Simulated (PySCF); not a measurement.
**O+: ionisation energy**

O+ [He] 2s2 2p3 (4S) → O(2+) [He] 2s2 2p2 (3P), as a difference of total energies. Computed with PySCF 2.14 in aug-cc-pVDZ-DK, with the spin-free X2C one-electron Hamiltonian (Gaussian nucleus). Correlated levels: valence: 1s2 frozen. The calculations carry no spin-orbit coupling.

| method | ionisation energy (eV) |
| --- | --- |
| UHF | 34.549 |
| M06-2X | 35.147 |
| MN15 | 35.256 |
| MP2 (valence) | 34.982 |
| SCS-MP2 (valence) | 34.784 |
| CCSD (valence) | 34.800 |
| CCSD(T) (valence) | 34.804 |

Errors of the correlated levels include the incompleteness of this basis and the frozen core.

Problem. Which method comes closest to the reference value, and which is furthest?

Solution. The reference is 35.121 eV (measured; NIST Atomic Spectra Database, ionization energies). Closest: M06-2X (error 0.026 eV); furthest: UHF (error -0.572 eV).
